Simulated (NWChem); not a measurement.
Molecule: C₂H₅S, doublet; SMILES C[CH]S

```xyz
8

C      0.2587     1.6859    -0.0354
C     -0.5901     0.4635     0.0871
S      0.0560    -1.1600    -0.0285
H      0.6185     1.8516    -1.0655
H     -0.3079     2.5761     0.2608
H      1.1489     1.6280     0.6061
H     -1.6532     0.5091    -0.1273
H      1.2858    -0.9014     0.4719
```
Atoms are numbered in this order, from 1.

Results from NWChem. Pople sets run with spherical d functions. Spin-unrestricted. Medium grid unless said otherwise, to which SCAN and Minnesota functionals are sensitive. Geometry: optimised at B3LYP/6-31G* (spherical d), spin-unrestricted. No stability test was run on the SCF state. Level r2SCAN/6-31G*: energy and gradient; each run changes one setting, and changes count from the defaults (medium grid, exact Coulomb integrals, symmetry on).

```json
[
 {"setting": "defaults", "size of the energy change (μHa)": "< 10", "largest change of a gradient component (μHa/bohr)": "< 30"},
 {"setting": "Becke weights", "size of the energy change (μHa)": "< 10", "largest change of a gradient component (μHa/bohr)": "40"},
 {"setting": "coarse grid", "size of the energy change (μHa)": "40", "largest change of a gradient component (μHa/bohr)": "300"},
 {"setting": "Coulomb fitting, Ahlrichs set", "size of the energy change (μHa)": "400", "largest change of a gradient component (μHa/bohr)": "70"},
 {"setting": "Coulomb fitting, Weigend set", "size of the energy change (μHa)": "200", "largest change of a gradient component (μHa/bohr)": "80"},
 {"setting": "symmetry off", "size of the energy change (μHa)": "< 10", "largest change of a gradient component (μHa/bohr)": "other frame"}
]
```
